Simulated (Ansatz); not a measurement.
Two structures of SnH₄ClF, singlet, reached by relaxing down either side of one saddle point (PBE0-D4/def2-TZVP). Energies are electronic, without zero-point energy. Computed with Ansatz 0.2.0 (basis: def2-TZVPP and def2-QZVPP); correlated methods freeze the cores. Filled d shells of the heavier atoms are correlated. Core potentials replace the inner electrons of the atoms past krypton. The def2 sets are not built for correlating such inner shells, so the correlated values are less sure here. Extrapolation: Hartree–Fock as exp(−7.88 √X), correlation as X^−2.97. First:

Sn1  (-1.076, -0.225, 0.081)
F2  (0.626, -0.263, 1.034)
H3  (-0.806, -1.218, -1.268)
H4  (-2.161, -0.862, 1.221)
H5  (-1.304, 1.419, -0.270)
H6  (2.002, 0.333, 0.085)
Cl7  (2.720, 0.816, -0.884)
(Å)

Second:

```xyz
7
angstrom
Sn -0.8679 0.2086 -0.4522
F 1.6018 -1.1860 1.3552
H -0.5753 -1.3108 -1.1423
H -1.4056 0.1721 1.1540
H -1.7943 1.2296 -1.4467
H 1.7983 -0.3895 0.9097
Cl 1.2431 1.2758 -0.3778
```

Which bonds change from the first to the second?

SnH₃F ([F][SnH3]) + HCl → SnH₃Cl ([Cl][SnH3]) + HF; bonds formed: Sn1–Cl7, F2–H6; bonds broken: Sn1–F2, H6–Cl7.

Give the saddle point's structure and its height above each. (Judge from chemistry; the value comes from the calculation.)

The calculation gives: 12.58 kcal/mol above the first and 21.54 kcal/mol above the second (CCSD(T) at an estimated basis limit (MP2 extrapolated from triple and quadruple zeta, plus CCSD(T) − MP2 in triple zeta)).
```
atom    x (Å)    y (Å)    z (Å)
 Sn1  -0.7452  -0.0877  -0.1415
  F2   0.8697  -0.3068   1.2780
  H3  -0.6442  -1.1793  -1.4314
  H4  -1.6872  -0.7419   1.1266
  H5  -1.1530   1.5316  -0.4140
  H6   1.5565   0.1007   0.5213
 Cl7   1.8035   0.6834  -0.9391
```

T1 diagnostic: at most 0.013.

Labels in which every atom is bracketed show which atoms are joined, not bond orders.

For scale, one of the runs: CCSD(T)/def2-TZVPP, 179 basis functions, launched by `ansatz run in.yaml --threads 4 --pin off --events-out ev --progress --plain --max-ram 9574MiB`. The run took 45 s on 4 CPU threads of an Arm Neoverse V1 (shared host), with 1.9 GiB of host memory at its peak.
